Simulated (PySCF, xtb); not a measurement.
BHBr2, SMILES BrBBr.

Harmonic wavenumbers (cm⁻¹) from GFN2-xTB in xtb 6.7.1 at its own minimum, in rising order: 174, 617, 638, 761, 1069, 2644.

Task: What does PBE-D3(BJ)/def2-TZVP (PySCF 2.14.0) give at its own minimum? (The exact figures need the calculation; the answer reports its results.)

Result: 173, 586, 703, 769, 1001, 2642. Paired by order, the mean absolute difference is 29 cm⁻¹ and the zero-point energies are 8.4 and 8.4 kcal/mol.
